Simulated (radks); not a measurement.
Spin polarisation of the 5d2 shell in Ta3+. Start: [Xe] 4f14 5d(up 1, down 1); electrons of 5d are moved from spin down to spin up, other shells keep equal spins. Calculated with a radial shooting solver on a logarithmic mesh with Libxc functionals: scalar-relativistic Kohn-Sham, BLYP, spin-polarised, spherical densities, finite nucleus; Fermi nuclear charge, rms radius of each element as measured or else 0.836 A^(1/3) + 0.57 fm.

| moment (Bohr magnetons) | E - E(0) (eV) | e(5d up) (eV) | e(5d down) (eV) | 4f down minus up (eV) |
|---|---|---|---|---|
| 0 | 0.000 | -29.117 | -29.117 | 0.000 |
| 0.5 | -0.046 | -29.292 | -28.928 | 0.054 |
| 1 | -0.181 | -29.450 | -28.733 | 0.109 |
| 1.5 | -0.402 | -29.588 | -28.539 | 0.163 |
| 2 | -0.703 | -29.709 | -28.351 | 0.217 |

At moment 2 the spin-polarisation energy is -0.703 eV and the 5d exchange splitting 1.358 eV, that is 0.679 eV per Bohr magneton; E = -I m^2/4 would give I = 0.703 eV.
